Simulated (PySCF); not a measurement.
# Property card for `Cc1nc(CF)ns1`

C4H5FN2S.
Z-matrix (Å and degrees, GFN2-xTB geometry), rows numbered from 1:
```
C 
C   1  1.4759
N   2  1.2912  1  125.79
C   3  1.3502  2  110.39  1   179.84
C   4  1.4934  3  120.90  2   179.12
F   5  1.3746  4  110.38  3   -86.56
N   4  1.3059  3  117.87  2    -0.48
S   7  1.6263  4  110.11  3     0.43
H   1  1.0892  2  110.35  3  -120.05
H   1  1.0866  2  109.27  3     0.34
H   1  1.0890  2  110.32  3   120.66
H   5  1.0936  4  110.13  3    31.30
H   5  1.0932  4  110.49  3   155.23
```

Among its groups: pyridine-type ring nitrogen, aromatic ring with sulfur and C–F bond.

**GFN2-xTB geometry**

```yaml
Point_group_of_the_GFN2-xTB_geometry: C1
Rotational_constants_A_B_C_of_the_GFN2-xTB_geometry: 3.600, 1.174, 0.946 GHz
```

**wB97X-D/def2-SVPD ground state and vertical TDDFT (core frozen in the response) (PySCF)**

```yaml
Dipole_moment: 3.36 D
HOMO_energy: -9.76 eV
LUMO_energy: 0.21 eV
HOMO–LUMO_gap: 9.97 eV
Lowest_singlet_excitation: 5.27 eV (235 nm, f = 0.001)
Strongest_line_among_the_8_lowest_singlet_transitions: S2 at 5.74 eV (216 nm, f = 0.096)
Lowest_triplet_excitation_Tamm–Dancoff: 3.99 eV
Static_isotropic_polarisability: 77.3 au
Electronic_spatial_extent_⟨r²⟩_about_the_centre_of_nuclear_charge: 1178 bohr²
```

Monoisotopic mass (most abundant isotopes): 132.0157 u.

In wavenumbers S1 is 42500 cm⁻¹ (1 eV = 8065.54 cm⁻¹). S1 lies 4.70 eV below the HOMO–LUMO gap; its leading configuration is HOMO−1→LUMO, weight 0.97. The principal polarisabilities are 54.9, 80.7 and 96.4 au; their mean is the isotropic value. With B = h/(8π²I), that is 505.379 GHz u Å² over I, the principal moments of inertia are 140.4, 430.4 and 534.2 u Å² (most abundant isotopes).

Geometry: GFN2-xTB, one conformer, isolated molecule.

For the TDDFT job (wB97X-D/def2-SVPD), the run took 38 s wall on an Arm Neoverse V1 with one thread, no GPU, shared host.
